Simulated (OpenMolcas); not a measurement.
## Ni4+: effect of the IPEA shift

```
Program             : OpenMolcas
Basis               : ANO-RCC-VTZP [6s5p3d2f1g]
Scalar Hamiltonian  : DKH2, point nucleus
Active space        : 6 electrons in 5 orbitals (3d)
State averaging     : 2S+1 = 5 even, 5 roots; 2S+1 = 3 even, 45 roots kept (CI in the orbitals of an earlier block); 2S+1 = 1 even, 50 roots kept (CI in the orbitals of an earlier block)
Spin-orbit coupling : state interaction with AMFI integrals over the reference wave functions, term energies averaged over their components
```

Methods on the same reference wave functions:
A. CASSCF
B. MS-CASPT2, IPEA 0 Eh, imaginary shift 0.1 Eh (closed shells correlated: 3s 3p)
C. MS-CASPT2, IPEA 0.25 Eh, imaginary shift 0.1 Eh (closed shells correlated: 3s 3p)

Energies in cm-1 above 3d6 5D4, the measured ground level; measured values from Corliss and Sugar, J. Phys. Chem. Ref. Data 10, 197 (1981).

| Level | A | B | C | Measured |
| --- | --- | --- | --- | --- |
| 3d6 5D4 | 0.0 | 0.0 | 0.0 | 0.0 |
| 3d6 5D3 | 852 | 858 | 857 | 890 |
| 3d6 5D2 | 1444 | 1442 | 1442 | 1490 |
| 3d6 5D1 | 1822 | 1814 | 1815 | 1872 |
| 3d6 5D0 | 2008 | 1996 | 1997 | 2058 |
| 3d6 3H6 | 29556 | 27630 | 28070 | 27111 |
| 3d6 3H5 | 29980 | 28020 | 28460 | 27578 |
| 3d6 3H4 | 30277 | 28230 | 28690 | 27859 |
| 3d6 3P2(1) | 32198 | 26010 | 26700 | 26153 |
| 3d6 3F4(1) | 33787 | 29290 | 29910 | 29124 |
| 3d6 3F3(1) | 34282 | 29670 | 30320 | 29571 |
| 3d6 3F2(1) | 34657 | 29980 | 30650 | 29899 |
| 3d6 3P1(1) | 34708 | 28520 | 29210 | 28698 |
| 3d6 3P0(1) | 35691 | 29500 | 30190 | 29640 |
| 3d6 3G5 | 37337 | 33760 | 34240 | 33256 |
| 3d6 3G4 | 38170 | 34520 | 35010 | 34062 |
| 3d6 3G3 | 38494 | 34830 | 35310 | 34416 |
| 3d6 1I6 | 44668 | 42570 | 42800 | 41252 |
| 3d6 1G4(1) | 47292 | 43560 | 43890 | 42208 |
| 3d6 3D1 | 48248 | 42010 | 42630 | 41701 |
| 3d6 3D2 | 48271 | 42000 | 42620 | 41627 |
| 3d6 3D3 | 48519 | 42270 | 42900 | 41920 |
| 3d6 1S0(1) | 54926 | 48340 | 49060 | 47700 |
| 3d6 1D2(1) | 58630 | 50050 | 50410 | 48607 |

Deviations, from unrounded energies. A percentage is the sum of absolute deviations over the sum of measured energies, with the sign that they share, or ± where signs differ.

| Against measurement | Levels | A | B | C |
| --- | --- | --- | --- | --- |
| mean absolute deviation (cm-1) | 23 | 4200 | 410 | 820 |
| fine structure of the ground term (%) | 4 | -2.9 | -3.2 | -3.1 |
| other terms of the ground configuration (%) | 19 | +14.7 | ±1.4 | +2.8 |

B lies closest to measurement on these levels and A furthest from it. The largest miss of B in the table is 3d6 1D2(1), by +1400 cm-1. The ranking rests on the paired levels alone, and a cruder setting can come out closer through cancelling errors.

Between B and C the level of the table that moves most is 3d6 1S0(1), by 720 cm-1 (lowest in B, highest in C). Moves below CASPT2's spread within the term are not significant.

The mean deviations of B to C differ by less than CASPT2's widest spread within a term (1000 cm-1), so their order carries little weight.

From A to B the spin-free energies of the other terms of 3d6 shown, above 5D, scale by factors of 0.81 to 0.95, as is usual when dynamic correlation screens the repulsion within a d or f shell.

The lowest spin-free term lies below A's lowest term by 0.462 hartree in B, 0.456 hartree in C.

Term energies are means over components that CASPT2 splits; among the terms shown or strongly mixed into the levels shown the widest spread is 1000 cm-1 (3d6 1I, C). Terms from blocks run as CI alone lack orbitals of their own. The CASPT2 spread within a term exceeds the gap to the next term for 3d6 3D and 3d6 1I, so the order of their levels is uncertain (figures for B; the like holds for C). Without dynamic correlation excited terms often stand tens of per cent too high (terms of higher spin than the ground term too low), and those without a measured partner can miss by more than the paired ones (holds for A). Computed and measured levels are paired by configuration, term and J; levels that our copy of the source lacks, or whose pairing is in doubt (as where it misses far off the trend of its configuration), stay unpaired and out of the deviations. Levels of configurations outside the active space are missing. Levels that lie high or do not pair safely by name in every column are left out.

A number in round brackets counts repeated terms of one configuration in the order of the reference energies.
